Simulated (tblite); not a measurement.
C6H9NO.
InChI=1S/C6H9NO/c1-7(2)6-4-3-5-8-6/h3-5H,1-2H3

Calculated harmonic vibrations of the isolated species, GFN2-xTB (tblite), most abundant isotopes, no scaling. Errors from tens to a few hundred cm⁻¹ against measured bands are possible.

Harmonic wavenumbers (cm⁻¹): 53.0, 132.5, 152.4, 190.1, 234.4, 331.0, 370.5, 471.6, 572.9, 603.9, 633.8, 721.1, 761.4, 838.3, 853.8, 905.1, 1001.4, 1041.3, 1051.9, 1084.8, 1111.2, 1115.9, 1129.0, 1180.6, 1217.8, 1252.3, 1323.6, 1378.7, 1407.8, 1417.1, 1476.1, 1478.1, 1485.9, 1488.2, 1541.6, 1605.2, 2889.9, 2895.7, 3006.1, 3016.3, 3031.6, 3049.3, 3170.4, 3183.0, 3193.7.

A = 4631, B = 1660, C = 1250 MHz; mass 111.068 u (most abundant isotopes); point group C1, symmetry number 1.

Q: What is the zero-point energy?

A: Half the sum of the wavenumbers: 30525 cm⁻¹ = 87.28 kcal/mol.

Q: Entropy at 350 K, 1 bar (ideal gas, RRHO, classical rotation)?

A: Translation 40.85, rotation 28.38, vibration 24.66: S = 93.9 cal/(mol K).

Q: And Cp and H(350 K) − H(0)?

A: Cp = 36.40 cal/(mol K), of which vibrations give 28.45 (their classical limit is 45 R = 89.4); H(350 K) − H(0) = 7.49 kcal/mol without the zero-point energy, 4.71 from vibrations.

Q: Blend soft modes into free rotors: weight 1/[1 + (100 cm⁻¹/ν̃)⁴] for the oscillator and the rest for a rotor with moment μB/(μ + B), μ = h/(8π²ν), B = 10⁻⁴⁴ kg m². What vibrational entropy results?

A: 23.21 cal/(mol K) in place of 24.66, which changes −T·S at 350 K by +0.51 kcal/mol.

Q: What must be added to the electronic energy to get the Gibbs energy at 350 K and 1 bar?

A: ZPE + [H(350 K) − H(0)] − T·S = 87.28 + 7.49 − 32.86 = 61.91 kcal/mol.

Hindered rotation and anharmonicity are outside this model. The structure is chiral; the term R ln 2 for an equal mix with its mirror image is left out.

Hardware: Arm Neoverse V2, one thread, on a shared host. This covers the Hessian and the dipole derivatives.

The values belong to the conformer `[CH3:1][N:2]([CH3:3])[c:4]1[cH:5][cH:6][cH:7][o:8]1`: C1–N2–C4–C5 -5°.
